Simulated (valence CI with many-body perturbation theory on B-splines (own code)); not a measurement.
Mo¹⁹⁺: what the settings do

Calculated by configuration interaction combined with many-body perturbation theory (CI+MBPT): five valence electrons over a frozen Dirac-Fock core [Ar], radial functions for each j: 6 s, 6 p, 5 d, 5 f, 1 g, with the one-electron correlation potential Σ1 (screened to all orders), the two-electron term Σ2, the three-electron term Σ3, Breit, model QED; selected single and double excitations, second order for the rest, scaled by the run's own slope (own B-spline code, finite nucleus).

No measured levels were compared; by estimate terms of the open shell hold to 2 to 4 % of their energy, and close levels can change places. Among the levels kept, up to 440 cm⁻¹ of a level comes from second order outside the variational space, and about a tenth of that is noise between levels of different J, which matters for small intervals. Only levels of the ground parity were solved; by the run's estimate the other parity begins above the list, which can be wrong where configurations are misplaced.

The reference run has the lowest level 3d5 6S_5/2 and an ionisation energy of 828.862 eV. Its largest variational space holds 9995 state functions.

Names give the largest LS component (configuration and term), which can be under half, so a name can repeat, a term be missing and a line seem to break the LS rules; names also repeat where a configuration has a term twice. Letters in brackets count levels of one name in rising energy.

Changed runs:
A. selection threshold (hartree) 2e-08 → 1e-06; scale of Σ1 1 → 0; scale of Σ2 1 → 0; three-electron term on → off
B. selection threshold (hartree) 2e-08 → 1e-06
C. scale of Σ1 1 → 0
D. highest l in the core sums 6 → 2 (bad on purpose)

Excitation energies of the reference run in cm⁻¹, and shifts in cm⁻¹:

| Level | Reference | A | B | C | D |
| --- | --- | --- | --- | --- | --- |
| 3d5 4G_5/2 [a] | 86300 | +5192 | 0 | +112 | -1428 |
| 3d5 4G_7/2 | 97484 | +3318 | 0 | -171 | +1892 |
| 3d5 4G_11/2 | 98278 | +3228 | -4.3 | -218 | +2878 |
| 3d5 4G_5/2 [b] | 101061 | +4053 | 0 | -214 | -96 |
| 3d5 4G_9/2 | 101537 | +2672 | -0.1 | -277 | +2771 |
| 3d5 4P_3/2 | 102287 | +5228 | -0.9 | -127 | -3086 |
| 3d5 4P_1/2 | 110213 | +5016 | -1.5 | -248 | -3727 |
| 3d5 4D_7/2 | 121227 | +4611 | 0 | -350 | +128 |
| 3d5 4D_5/2 | 130332 | +4831 | 0 | -368 | -1875 |
| 3d5 4D_1/2 | 132698 | +4614 | -1.5 | -517 | -1093 |
| 3d5 4D_3/2 | 136584 | +4068 | -1.0 | -548 | -2022 |
| 3d5 2I_11/2 | 140677 | +3431 | -5.3 | -334 | +5690 |
| Ionisation energy (eV) | 828.862 | -10.354 | +0.00018 | -2.294 | -0.635 |
